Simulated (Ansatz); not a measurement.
`C=NB(F)Br` + HBr → `FB(Br)Br` + `C=N`  (ligand exchange at a B–N bond)

Isolated molecules relaxed with PBE0-D4/def2-TZVP in Ansatz; ΔE leaves out vibrations. CCSD(T)/CBS is the MP2 limit (def2-TZVPP, def2-QZVPP) plus CCSD(T) − MP2 in def2-TZVPP, frozen cores. This one scheme is used for every species. Functionals use def2-TZVPP. For Br outer-core shells are correlated without core-valence functions, which leaves a few kJ/mol of doubt a bond. Scalar relativity is left out up to krypton. One conformer a species, not always the lowest.

```csv
level,ΔE (kJ/mol)
LDA (SPW92),25.1
PBE-D4,12.9
B97M-V,11.8
r2SCANh-D4,12.8
r2SCAN0-D4,12.7
LC-ωPBE,13.4
HF/def2-SVP,25.2
CCSD/def2-TZVPP,6.9
```

Q: What does CCSD(T)/CBS give? (An estimate is asked.)

A: Ansatz gave: +4.5 kJ/mol. The listed levels differ from it by 20.6, 8.4, 7.3, 8.3, 8.2, 8.9, 20.7, 2.4 kJ/mol.

Largest T1 diagnostic among the species: 0.012.

In def2-TZVPP, CCSD(T) changes the Hartree–Fock value by −9.2 kJ/mol (the triples alone add −1.7 kJ/mol) and MP2 by −11.6 kJ/mol. Leaving LDA and LC-ωPBE aside and taking each functional with its dispersion term where it has one, the values, not all of them listed here, spread over 13.2 kJ/mol, from PBE-QIDH to CAM-B3LYP-D4. LDA lies +12.5 kJ/mol from PBE without D4. At CCSD(T), def2-SVP lies +11.5 kJ/mol from the extrapolated value and def2-TZVPP +0.6 kJ/mol.
